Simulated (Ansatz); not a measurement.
## ClGeH4OSi: structure from calculated spectroscopic constants

These gas-phase data were calculated for one isomer of ClGeH4OSi at BLYP-D3(BJ)/def2-SVP (harmonic, unscaled wavenumbers; equilibrium rotational constants with average atomic masses):

- rotational constants: 3.873, 1.36, 1.072 GHz
- all wavenumbers above 1500 cm⁻¹: 3679, 2149, 2028, 1987

Candidates:

(1) `O[Si@H](Cl)[GeH2]`, a doublet
(2) `Cl[SiH2][O][GeH2]`, a doublet
(3) `[SiH3][O][GeH][Cl]`, a doublet
(4) `Cl[SiH][O][GeH3]`, a doublet

Question: Which structure fits?

Answer: Candidate (1). The band at 3679 cm⁻¹ lies where the O–H stretch is expected; (2), (3), (4) have no mode between 3300 and 4000 cm⁻¹.

The same quantities for all candidates:

```
     rotational constants (GHz)  wavenumbers above 1500 cm⁻¹  E above the lowest, BLYP-D3(BJ)/def2-SVP (kcal/mol)
(1)          3.873, 1.36, 1.072       3679, 2149, 2028, 1987                                                  7.8
(2)        5.374, 1.201, 0.9999       2199, 2189, 1973, 1900                                                  0.0
(3)          3.81, 1.699, 1.208       2186, 2173, 2164, 1815                                                  0.8
(4)          5.376, 1.22, 1.016       2099, 2086, 2070, 2036                                                  6.7
```

Harmonic stretches to hydrogen usually lie a few per cent above observed fundamentals. Each candidate is one conformer. Open shells are spin-unrestricted. Programs: Ansatz 0.2.0.
